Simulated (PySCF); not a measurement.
**Electronic absorption of TeO2F2**

TeO2F2.
Bonds: Te1–O2, Te1–O3, Te1–F4, Te1–F5.

Computed with TDDFT PBE0/def2-SVPD, vertical, gas phase, core orbitals frozen in the response, def2 core potentials past Kr in PySCF 2.14.0, density-fitted response routines. Isolated species at its PBE0-D3(BJ)/def2-SVP geometry, gas phase. Spin–orbit coupling is left out.

```
state  E (eV)  ν̃ (cm⁻¹)       f  symmetry  main configurations (H = HOMO, L = LUMO)
   S1    3.66      29510  0.0044  B1 or B2                                 H→L (98%)
   S2    3.70      29870  0.0000         –                               H-1→L (99%)
   S3    4.46      35960   0.030        A1                               H-2→L (96%)
   S4    4.61      37180   0.029  B1 or B2                               H-3→L (98%)
   S5    6.09      49120   0.022  B1 or B2                H-4→L (60%), H-1→L+1 (38%)
   S6    6.10      49220  0.0000         –                               H→L+1 (99%)
   S7    6.76      54530  0.0009         –                H-2→L+1 (72%), H-5→L (27%)
   S8    6.80      54840   0.025  B1 or B2                H-5→L (68%), H-2→L+1 (26%)
   S9    6.84      55180   0.033  B1 or B2   H→L+2 (43%), H-1→L+1 (37%), H-4→L (15%)
  S10    6.93      55850  0.0000         –                               H-6→L (93%)
```

Triplets, Tamm–Dancoff:

| state | E (eV) | λ (nm) | main configurations (H = HOMO, L = LUMO) |
| --- | --- | --- | --- |
| T1 | 2.91 | 425.8 | H→L (96%) |
| T2 | 3.05 | 406.9 | H-1→L (97%) |
| T3 | 3.57 | 347.6 | H-2→L (97%) |
| T4 | 3.74 | 331.3 | H-3→L (96%) |

The lowest singlet comes at 339 nm (353 kJ/mol) in the ultraviolet; it is very weak; its leading configuration is HOMO→LUMO (98%). The most intense listed level is S9 at 6.84 eV (181 nm, f = 0.033), 3.18 eV above S1. Löwdin shares by element: HOMO oxygen 93%, tellurium 5%; LUMO oxygen 52%, tellurium 24%, fluorine 12% or more. The listed states span 3.27 eV, and the widest gap between neighbours is 1.48 eV (S4 to S5). Orbital energies (eV): HOMO-3 -11.27, HOMO-2 -11.13, HOMO-1 -10.62, HOMO -10.52, LUMO -4.85, LUMO+1 -2.52, LUMO+2 -1.47. Weighted by f, the mean energy of these states is 5.68 eV. Symmetry labels in C2v follow from the direction of the transition dipole and are given only for states with f of 0.002 or more; B1 and B2 swap with the choice of axes. The window holds the lowest 10 singlets.
